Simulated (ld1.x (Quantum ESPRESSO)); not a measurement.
Before and after: ultrasoft potential for oxygen (O)

O (Z = 8), ultrasoft, made with ld1.x (Quantum ESPRESSO) 7.5 (PBEsol, scalar-relativistic). Core [He], reference 2s2 2p4. Waves: 2s (bound): rcut 0.65, rcutus 0.80 bohr; 2s channel at 1.95 Ry: rcut 0.65, rcutus 0.80 bohr; 2p (bound): rcut 0.70, rcutus 0.95 bohr; 2p channel at 0.4 Ry: rcut 0.70, rcutus 0.95 bohr. Local part: all-electron potential smoothed inside 0.90 bohr (lloc = -2). Core correction: Bessel-smoothed model core inside 0.80 bohr. Augmentation charge: built from norm-conserving waves at rcut, not smoothed further.

All-electron outer shells of the reference configuration (PBEsol, scalar-relativistic, ld1.x):

```
shell  level (eV)  outermost node (bohr)  outermost maximum (bohr)
   1s     -512.77                      –                      0.13
   2s      -23.81                   0.28                      0.87
   2p       -8.97                      –                      0.82
```

Change: local potential all-electron potential smoothed inside 0.84 bohr (lloc = -2).

Cutoffs: the cutoffs (Ry, on a coarse ladder) from which the occupation-weighted sum of valence levels, in a spherical-Bessel basis at the reference potential, stays within 10 and 1 mRy of its value at 400 Ry; they do not see the model core or the augmentation charge, which bear on the density cutoff. Errors are all-electron minus pseudo energies relative to the spin-unpolarised reference configuration.

Problem. What does the change do?

Solution. The potential gets softer (80 Ry and 140 Ry → 80 Ry and 120 Ry); the errors of the 7 common tests hardly move; neither file shows a bound ghost.

```tsv
quantity	base	changed
cutoff, loose	80 Ry	80 Ry
cutoff, tight	140 Ry	120 Ry
bound ghosts	none	none
error for 2s2 2p3, meV [ΔE 16.36 eV]	-0.3	-0.3
error for 2s2 2p2, meV [ΔE 49.84 eV]	+5.0	+5.1
error for 2s2 2p1, meV [ΔE 103.54 eV]	+41	+42
error for 2s2 2p3.5, meV [ΔE 6.25 eV]	-0.4	-0.3
error for 2s1 2p4, meV [ΔE 31.50 eV]	+4.5	+4.4
error for 2s2 2p4.3, meV [ΔE -2.11 eV]	+0.2	+0.2
error for 2s0 2p6, meV [ΔE 29.75 eV]	+24	+24
s: phases at 1.05 bohr within 0.05 rad from the reference energy up to (Ry; the scan ends near 5)	to the end of the scan	to the end of the scan
p: phases at 1.05 bohr within 0.05 rad from the reference energy up to (Ry; the scan ends near 5)	to the end of the scan	to the end of the scan
lowest overlap eigenvalue by channel	s 0.42, p 0.97	s 0.44, p 0.97
```
